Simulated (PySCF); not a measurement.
Si(CCH)2(H)(Me) (C5H6Si), SMILES C#C[SiH](C)C#C.

Coordinates come from a B3LYP-D3(BJ)/def2-SVP optimisation.

Two levels are set side by side: TDDFT-PBE/def2-SVPD (PySCF) and TDDFT-CAM-B3LYP/def2-SVPD (PySCF). Vertical, same geometry. The lowest singlet is HOMO→LUMO 75 %, HOMO→LUMO+1 21 % with PBE and HOMO−1→LUMO 24 %, HOMO−2→LUMO+1 21 %, HOMO−2→LUMO 10 %, HOMO−3→LUMO+4 9 % with the other functional; states are paired by order. Differences are taken from unrounded values.

| quantity | TDDFT-CAM-B3LYP | TDDFT-PBE | TDDFT-PBE minus TDDFT-CAM-B3LYP |
|---|---|---|---|
| lowest singlet excitation (eV) | 5.95 | 5.62 | -0.34 |
| lowest triplet excitation (TDA) (eV) | 4.88 | 4.84 | -0.04 |

A lower first singlet is the usual sign of a functional without exact exchange. Differences between two approximate levels are no errors against the true value.

Rough cost on one machine, each run with all the roots and properties that it gave: TDDFT-CAM-B3LYP against TDDFT-PBE about 7 times.
